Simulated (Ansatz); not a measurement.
Harmonic frequencies (cm⁻¹) at PBE0-D4/def2-TZVP from Ansatz: 151, 232, 303, 362, 449, 508, 527, 632, 710, 802, 1347, 1911, 1968, 2944, 3134.

Which molecule is it?
A. `N#[C][AlH][OH]`
B. `[CH2]1[GaH][GaH]1`
C. `N=c1sss1`
D. `N=C=C(O)F`

B.
